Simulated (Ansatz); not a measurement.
Born–Oppenheimer molecular dynamics of BClFH4N (8 atoms, charge 0, multiplicity 1). It starts at the highest image of a converged band. Of that band: The profile has 2 maxima (images 2, 5) with wells between them (image 4): this band takes more than one step, which may be the mechanism or a detour left from its start path. Neighbouring images differ by up to 1.5 eV, so the band resolves the path poorly. A vibrational analysis at the climbing image gives one clearly imaginary mode, 832i cm⁻¹: a first-order saddle point.

These are results of RKS BLYP-D4/def2-SVP (Ansatz 0.2.0), not measurements.

```json
{"ensemble": "NVE (velocity Verlet)", "time step": "0.5 fs", "steps asked": "200", "starting velocities drawn for": "100 K", "seed": "2093"}
```

First frame:

```xyz
8
Properties=species:S:1:pos:R:3
B 0.095 0.172 0.048
H 0.251 -0.006 1.425
N 1.320 -0.161 -0.589
H 1.291 -0.324 -1.598
H 2.195 0.278 -0.298
F -1.091 -0.314 -0.345
Cl -0.214 2.342 0.411
H 0.093 0.937 1.311
```

(1) How far do the bonds stretch over the last three quarters of this one trajectory? (Pairs bonded in most of those frames.)

Results:

(1) 
```tsv
bond	mean (Å)	spread (Å)	shortest	longest
B1–N3	1.425	0.043	1.35	1.50
B1–F6	1.345	0.036	1.29	1.42
B1–Cl7	1.831	0.106	1.69	2.09
H2–H8	0.772	0.025	0.73	0.81
N3–H4	1.035	0.019	1.00	1.07
N3–H5	1.025	0.013	1.00	1.06
```

Mean temperature of the second half: 1656 K. The conserved energy stayed within 0.14 meV per atom of its start (net change 0.013 meV per atom), so the integration is sound. The kinetic energy rose, since the run started high on the potential surface and went downhill. It ends in pieces (BClFH2N + H2), so much of that is their flight and rotation, not heat. A run of 0.1 ps of so small a system gives no equilibrium averages. The orbitals stay closed-shell, which can raise the energy where a bond breaks towards radicals; this wasn't checked here.

Time of the run: 6.5 min on 1 thread of Arm Neoverse V1 (shared host), peak memory 0.13 GiB.
